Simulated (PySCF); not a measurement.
# One molecule, several mistakes: FH5NSi2 cation

All numbers below are calculated, not measured. They come from PySCF 2.14.0, an open-source quantum chemistry program, on an isolated molecule that a program drew, which may never have been made. The molecule is FH5NSi2 cation (charge +1, singlet), drawn as the SMILES string `N[SiH+][SiH2]F`.

Each row is a Hartree-Fock (HF) and frozen-core CCSD(T) single point in the cc-pV(D+d)Z basis, meant for a local HF minimum. Run 1 is clean. Each other run has one planted mistake out of seven kinds, and not every kind appears here: one electron removed, one electron added, multiplicity raised by two, geometry at a saddle point, minimal basis STO-3G, one bond length entered in bohr, all coordinates scaled. The reference is restricted for singlets and unrestricted otherwise, and also for a bond in bohr. Adding or removing an electron swaps singlet and doublet. Electrons count all cores. HOMO and LUMO are orbital energies over both spins, the gradient is its largest component, and the lowest frequency (negative if imaginary) is given only where the gradient is small. Bond lengths are over the 8 bonds as drawn. T1 is the CCSD diagnostic: over 0.02 (restricted) or 0.045 (unrestricted) a single reference is doubtful.

Geometry of the clean run:
```xyz
9
FH5NSi2 cation, angstrom
N    -0.0900    2.9398    0.1803
Si   -0.4962    1.5070    0.8697
Si   -2.6865    0.5384    0.6238
F    -2.3094   -0.9788    0.2926
H     0.8222    3.3597    0.2638
H    -0.7097    3.4987   -0.3821
H     0.6117    0.9114    1.6209
H    -3.3622    0.6606    1.9144
H    -3.3301    1.2022   -0.5087
```

```
run,electrons,basis functions,<S^2>,HOMO (eV),LUMO (eV),gradient (hartree/bohr),lowest frequency (cm^-1),mean bond (Å),longest bond (Å),T1,HF (hartree),CCSD(T) (hartree),mistake
1,48,99,0.000,-17.16,-4.47,1.3e-05,29,1.5062,2.408,0.0164,-734.49910,-735.08863,no fault
2,49,99,0.771,-6.01,2.62,5.4e-02,-,1.5062,2.408,0.0150,-734.69075,-735.28885,one electron added
3,48,33,0.000,-14.91,-0.64,2.5e-02,-,1.5062,2.408,0.0233,-725.76268,-725.95893,minimal basis STO-3G
4,47,99,0.776,-23.47,-15.12,8.3e-02,-,1.5062,2.408,0.0262,-733.90589,-734.48801,?
```

**Which mistake was planted in run 4, and what did it cost?**

It counts 47 electrons, one fewer than the clean run, at the same geometry and basis. So the mistake is: one electron removed. Subtracting run 1 and multiplying by 627.51 kcal/mol a hartree, the energy moved by 372.2 kcal/mol in HF and 376.9 kcal/mol in CCSD(T).

Cautions from the logs. Run 3: T1 is over the limit, so its CCSD(T) energy is less reliable.
